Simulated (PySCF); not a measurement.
## Zirconium: a sound run and one with changed settings

Sound run: Zr [Kr] 4d2 5s2, Zr⁺ [Kr] 4d2 5s1. All numbers are calculated (PySCF 2.14, scalar relativity through the core potential, in def2-SVP with the def2 core potential (28 electrons)). The sound run starts from symmetry-adapted Hartree-Fock orbitals and uses a fine grid where one is needed.

A second run was set up differently.

| species | method | sound run (hartree) | changed run (hartree) | converged |
| --- | --- | --- | --- | --- |
| Zr | UHF | -46.43170 | -46.43170 | yes |
| Zr | r2SCAN | -46.89509 | -46.89604 | yes |
| Zr | PBE | -46.88557 | -46.88536 | yes |
| Zr⁺ | UHF | -46.24087 | -46.24087 | yes |
| Zr⁺ | r2SCAN | -46.66955 | -46.67070 | yes |
| Zr⁺ | PBE | -46.64863 | -46.64839 | yes |

Ionisation energy of Zr:

```json
{"method": "UHF", "sound run (eV)": "5.193", "changed run (eV)": "5.193"}
{"method": "r2SCAN", "sound run (eV)": "6.137", "changed run (eV)": "6.132"}
{"method": "PBE", "sound run (eV)": "6.447", "changed run (eV)": "6.448"}
```

What was changed?
A. radial grid too coarse
B. all electrons correlated in a valence basis
C. level shift left on
D. too few SCF iterations

A. It used radial step 0.3 in ln r (0.13 in the sound run). A coarse radial grid mis-integrates the density and the exchange-correlation energy, with errors of either sign; Hartree-Fock needs no grid.
